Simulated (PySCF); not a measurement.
Job for PySCF: R-M06-2X/def2-TZVPP on H4Se2Si (SMILES [SiH3][Se][SeH]), a point of a torsion scan.

```python
from pyscf import gto, dft

mol = gto.M(
    atom='''
    Si   -1.02585433   -0.15478309    0.02972765
    Se    0.40386212    1.62441287   -0.31776461
    Se    2.43414695    0.61754098    0.14387941
    H    -0.63085642   -1.21748703   -0.89458921
    H    -2.32799273    0.41277549   -0.28321735
    H    -0.89577484   -0.59979261    1.41314639
    H     2.36015843   -0.40278638   -0.89389196
    ''',
    basis='def2-tzvpp',
    charge=0, spin=0, verbose=4, max_memory=1800)
mf = dft.RKS(mol, xc='m062x').density_fit(auxbasis='def2-universal-jkfit')
mf.grids.level = 4
mf.conv_tol = 1e-9
mf.max_cycle = 150
mf.kernel()
mf.dip_moment()
```

### Question
Give the final energy of this run.

### Answer
-5095.0613 hartree.
